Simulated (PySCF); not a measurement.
Species: C6H8F3P.
Z-matrix (Å and degrees, GFN2-xTB geometry), rows numbered from 1:
```
C 
C   1  1.4659
C   2  1.3087  1  148.04
P   3  1.8353  2   69.46  1   179.05
C   4  1.9002  2   99.98  3   -94.10
C   5  1.5254  4  110.91  2   110.38
C   6  1.5141  5  111.15  4  -179.52
F   7  1.3432  6  112.46  5    58.97
F   7  1.3413  6  112.70  5   -61.23
F   7  1.3442  6  112.21  5   178.72
H   1  1.0900  2  110.10  3   120.71
H   1  1.0894  2  110.63  3    -0.05
H   1  1.0896  2  109.86  3  -120.86
H   3  1.0664  2  145.20  4  -176.18
H   5  1.0929  4  109.69  2   -11.36
H   5  1.0925  4  108.08  2  -129.38
H   6  1.0917  5  110.91  4    60.60
H   6  1.0925  5  110.62  4   -60.22
```

Definitions: NICS(0) = −σiso at the ring centroid; NICS(1) = −σiso and NICS(1)zz = −σzz at ±1 Å along the ring normal z. Level: GIAO PBE0/pcSseg-1 (PySCF, non-relativistic, gas phase) on the GFN2-xTB geometry, one conformer.

Ring bond lengths (Å), with Mayer bond orders in brackets: C2–C3 1.309 (1.68), C3–P4 1.835 (0.92), P4–C2 1.843 (0.88).

Problem. Give the NICS values of each ring in ppm.

Solution. 
```json
{"ring": "C2–C3–P4", "type": "3-membered ring with P; formal bonds 1 double, 2 single", "NICS(0)": "-26.6", "NICS(1), two faces": "-10.4 / -6.8", "NICS(1)zz, two faces": "-22.8 / -15.3", "rms pucker (Å)": "0.00", "centre to ring atoms, mean (Å)": "0.96"}
```

Problem. What do they say, and how far can they be read as aromaticity?

Solution. 
- C2–C3–P4: mean NICS(1)zz -19.0 ppm, shielded. A hydrogen on C5, outside the ring, lies 1.66 Å from a NICS(1) probe. The two faces differ by 7.5 ppm, so no symmetry operation interchanges them. NICS(0) lies 18 ppm below the mean NICS(1).

Problem. And the bond-length index? HOMA = 1 − mean of α(R − Ropt)² over the ring bonds, with Krygowski's 1993 parameters (CC: Ropt 1.388 Å, α 257.7 Å⁻²; CP: Ropt 1.698 Å, α 118.91 Å⁻²).

Solution. 
- C2–C3–P4: HOMA -1.12; the largest term is that of P4–C2, α(R − Ropt)² = 2.49.

Problem. How shielded are the nuclei of the rings and their hydrogens (means over atoms taken as equivalent)?

Solution. 
```json
{"atoms": "C2", "environment": "fully substituted alkene carbon", "σ isotropic (ppm)": "39.9", "principal values of the symmetric part, first atom (ppm)": "-106.1, 50.5, 175.2"}
{"atoms": "C3", "environment": "alkene CH carbon", "σ isotropic (ppm)": "69.0", "principal values of the symmetric part, first atom (ppm)": "-68.5, 95.6, 179.8"}
{"atoms": "P4", "environment": "phosphine phosphorus", "σ isotropic (ppm)": "526.1", "principal values of the symmetric part, first atom (ppm)": "259.0, 289.1, 1030.3"}
{"atoms": "H14", "environment": "vinylic hydrogen", "σ isotropic (ppm)": "24.07", "principal values of the symmetric part, first atom (ppm)": "20.6, 25.1, 26.5"}
```

On one thread of an Arm Neoverse N1, shared host with 64 logical CPUs at a one-minute load of 95, this took 66 s and 0.95 GiB of memory at its peak. This is the whole shielding run at PBE0/pcSseg-1, SCF included.
